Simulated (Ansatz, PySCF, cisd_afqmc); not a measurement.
Species: NCO, charge 0, doublet. NCO (SMILES O=C=[N], doublet).
B3LYP-D3(BJ)/def2-TZVP minimum from Ansatz (a quantum-chemistry and plane-wave program):
```
C
O 1 1.1754
N 1 1.2216 2 180.00
```
Charge 0, spin multiplicity 2.

Atomisation energy term by term, kcal/mol (programs: Ansatz, cisd_afqmc). Open shells are spin-unrestricted; no spin-orbit coupling. Correlated methods leave the cores frozen. Rows without X2C or -DK are non-relativistic. The Monte Carlo rows (phaseless AFQMC, CISD trial, step 0.005/hartree) carry one-sigma bars that omit the constraint's bias. Outlying blocks are dropped, and bars are widened where a walk drifts. Over all cases where full CI ran beside it in this data, AFQMC minus full CI had a median of +0.1 mEh and passed +0.4 mEh in a tenth of the cases. CBS(X,Y): correlation extrapolated as X^-3, Hartree-Fock from the larger set (Q,5: extrapolated as (X+1)exp(-9√X)). A bracket is a step between two methods taken in the basis named. 'core' is core correlation in cc-pwCVTZ, 'X2C' scalar relativity in cc-pVTZ-DK, both at CCSD(T). The UHF reference of CNO ([N]=C=O, doublet) is spin-contaminated (<S^2> up to 0.10 over the pure value in the sets run).

```tsv
term	basis	kcal/mol
Hartree-Fock	CBS(cc-pVQZ,cc-pV5Z)	181.00
CCSD correlation	CBS(cc-pVQZ,cc-pV5Z)	121.03
(T)	CBS(cc-pVQZ,cc-pV5Z)	13.07
CCSDT(Q) - CCSD(T)	cc-pVTZ	1.12
CCSDTQ - CCSDT(Q)	cc-pVDZ	-0.23
core correlation	cc-pwCVTZ	1.78
scalar relativity	X2C, cc-pVTZ-DK	-0.38
minus zero-point energy	Hessian by PySCF at B3LYP-D3(BJ)/def2-TZVP	-6.28
sum: D0		311.1
```

The step beyond CCSD(T) by other levels: CCSDTQ in cc-pVDZ 1.37; AFQMC/CISD in cc-pVDZ 0.67 ± 0.15; CCSDT(Q) in cc-pVDZ 1.60; AFQMC/CISD in cc-pVTZ 0.38 ± 0.51 kcal/mol.
